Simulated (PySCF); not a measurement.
C4H8F2O2.
Structure used (PBE0-D3(BJ)/def2-SVP), in Å, numbered top down from 1:
```
atom  x, y, z in Å
C1    -2.458    0.032    0.609
C2    -1.327    0.109   -0.390
O3    -0.075    0.370    0.243
C4     0.709   -0.682    0.551
F5     0.968   -1.411   -0.574
F6     0.102   -1.533    1.394
O7     1.849   -0.286    1.136
C8     2.637    0.630    0.404
H9    -2.328   -0.820    1.290
H10   -2.507    0.953    1.210
H11   -3.417   -0.087    0.082
H12   -1.477    0.944   -1.090
H13   -1.250   -0.812   -0.989
H14    3.550    0.789    0.990
H15    2.110    1.588    0.272
H16    2.905    0.220   -0.582
```

Level of theory: PySCF, TDDFT CAM-B3LYP/def2-SVPD, vertical, gas phase, core orbitals frozen in the response.

Transition dipole moments from the ground state, in atomic units and in the frame of the coordinates above (overall signs are arbitrary), for the states with f of 0.002 or more among the lowest 8:

| state | E (hartree) | μx | μy | μz |
| --- | --- | --- | --- | --- |
| S1 | 0.3160 | -0.282 | 0.169 | -0.010 |
| S2 | 0.3253 | 0.151 | 0.048 | 0.166 |
| S3 | 0.3427 | 0.113 | -0.258 | -0.059 |
| S5 | 0.3516 | -0.259 | -0.088 | 0.049 |
| S6 | 0.3567 | -0.075 | 0.025 | 0.332 |
| S7 | 0.3614 | 0.016 | 0.237 | -0.052 |
| S8 | 0.3652 | -0.011 | 0.168 | -0.379 |

(1) Work out the oscillator strengths.

(2) What angle do the transition dipoles of S5 and S7 make?

(3) How is the summed strength of these states shared among x, y and z?

(4) What peak molar absorption coefficient would the strongest computed level give as a lone Gaussian band 0.3 eV wide at half height?

Results:

(1) f = (2/3) ΔE |μ|² with ΔE in hartree (27.2114 eV).

| state | \|μ\|² (au) | \|μ\| (D) | f |
| --- | --- | --- | --- |
| S1 | 0.108 | 0.84 | 0.023 |
| S2 | 0.053 | 0.58 | 0.011 |
| S3 | 0.083 | 0.73 | 0.019 |
| S5 | 0.077 | 0.71 | 0.018 |
| S6 | 0.116 | 0.87 | 0.028 |
| S7 | 0.059 | 0.62 | 0.014 |
| S8 | 0.172 | 1.05 | 0.042 |

(2) |cos θ| = |μa·μb| / (|μa| |μb|) = 0.41, so θ ≈ 66° (taken between 0 and 90°, since the signs are arbitrary).

(3) (2/3) Σ ΔE μα² gives 0.042 for x, 0.044 for y and 0.069 for z, 0.155 in all.

(4) ε(max) = 2.175×10⁸ f / FWHM, with the width in cm⁻¹. S8: 2.175×10⁸ × 0.0419 / 2420 ≈ 3800 L mol⁻¹ cm⁻¹.

All these states lie below the vertical ionisation energy of 11.10 eV (ΔSCF).

One conformer stands for the species.

Without π bonds the low states may be Rydberg-like; a valence basis with one diffuse set may place them up to an eV too high.
